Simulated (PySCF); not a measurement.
Molfile (atoms numbered from 1):
```
C6H13PSi
     RDKit          3D

 21 21  0  0  0  0  0  0  0  0999 V2000
   -3.1111    0.4295    1.0912 C   0  0  0  0  0  0  0  0  0  0  0  0
   -1.7838   -0.0053    0.5231 C   0  0  0  0  0  0  0  0  0  0  0  0
   -1.8580   -0.8477   -1.1550 Si  0  0  0  0  0  4  0  0  0  0  0  0
   -0.4016    0.3205    1.4216 P   0  0  0  0  0  0  0  0  0  0  0  0
    1.0273   -0.2677    0.3959 C   0  0  0  0  0  0  0  0  0  0  0  0
    2.4414    0.0269    0.9494 C   0  0  0  0  0  0  0  0  0  0  0  0
    2.8983    0.3397   -0.4869 C   0  0  0  0  0  0  0  0  0  0  0  0
    1.4216    0.5124   -0.8840 C   0  0  0  0  0  0  0  0  0  0  0  0
   -3.6231    1.1342    0.4123 H   0  0  0  0  0  0  0  0  0  0  0  0
   -3.7911   -0.4308    1.2145 H   0  0  0  0  0  0  0  0  0  0  0  0
   -3.0025    0.9245    2.0696 H   0  0  0  0  0  0  0  0  0  0  0  0
   -1.7999    0.1650   -2.2567 H   0  0  0  0  0  0  0  0  0  0  0  0
   -3.1617   -1.5740   -1.2726 H   0  0  0  0  0  0  0  0  0  0  0  0
   -0.7489   -1.8264   -1.3589 H   0  0  0  0  0  0  0  0  0  0  0  0
    0.9153   -1.3423    0.1752 H   0  0  0  0  0  0  0  0  0  0  0  0
    2.9512   -0.7806    1.4956 H   0  0  0  0  0  0  0  0  0  0  0  0
    2.4433    0.9280    1.5848 H   0  0  0  0  0  0  0  0  0  0  0  0
    3.5729    1.1962   -0.6362 H   0  0  0  0  0  0  0  0  0  0  0  0
    3.3453   -0.5422   -0.9710 H   0  0  0  0  0  0  0  0  0  0  0  0
    1.0993    1.5648   -0.8295 H   0  0  0  0  0  0  0  0  0  0  0  0
    1.0876    0.0998   -1.8480 H   0  0  0  0  0  0  0  0  0  0  0  0
  1  2  1  0
  2  3  1  0
  2  4  2  0
  4  5  1  0
  5  6  1  0
  6  7  1  0
  7  8  1  0
  8  5  1  0
  1  9  1  0
  1 10  1  0
  1 11  1  0
  3 12  1  0
  3 13  1  0
  3 14  1  0
  5 15  1  0
  6 16  1  0
  6 17  1  0
  7 18  1  0
  7 19  1  0
  8 20  1  0
  8 21  1  0
M  END
```

Geometry: PBE0-D3(BJ)/def2-SVP; GIAO shifts from PySCF 2.14, gas phase, non-relativistic, averaged over equivalent atoms.

At wB97X-D/pcSseg-1 (215 basis functions, 53 s wall time on 1 thread of an Arm Neoverse V1, shared host):
| atoms | δ (ppm) |
| --- | --- |
| C2 | 210.0 |
| C5 | 38.3 |
| C1 | 30.3 |
| C6/C8 | 28.8 |
| C7 | 22.1 |
| Si3 | -77.5 |
| P4 | 407.1 |
| H12/H13/H14 | 4.21 |
| H15 | 2.85 |
| H9/H10/H11 | 2.49 |
| H16/H21 | 2.08 |
| H19 | 2.04 |
| H17/H20 | 1.98 |
| H18 | 1.81 |

Shifts are taken against calculated references (same method and geometry level): ¹³C (σ = 184.54 ppm) and ²⁹Si (σ = 352.93 ppm) and ¹H (σ = 31.38 ppm) against TMS; ³¹P (σ = 307.18 ppm) vs H3PO4.

Problem. Predict the values at PBE0/pcSseg-1 on the same geometry.

Solution. 
```csv
atoms,δ at PBE0/pcSseg-1,change
C2,205.8,-4.2
C5,40.2,+1.9
C1,31.4,+1.1
C6/C8,29.7,+0.9
C7,22.6,+0.5
Si3,-79.2,-1.7
P4,401.1,-6.0
H12/H13/H14,4.27,+0.06
H15,3.01,+0.16
H9/H10/H11,2.55,+0.06
H16/H21,2.13,+0.05
H19,2.09,+0.05
H17/H20,2.05,+0.07
H18,1.85,+0.04
```

Chemical shifts δ = σref − σ; ¹³C (σ = 184.41 ppm) and ²⁹Si (σ = 351.99 ppm) and ¹H (σ = 31.27 ppm) vs TMS; ³¹P (σ = 310.13 ppm) vs H3PO4, all at this level.

The largest change is at P4 (phosphorus bonded to 2 C). Cost: 215 basis functions, 46 s wall time on 1 thread of an Arm Neoverse V1, shared host. The order of the carbon signals is the same at both levels.

Experimental scales use liquid or dissolved standards, which lie at an offset from isolated H3PO4.
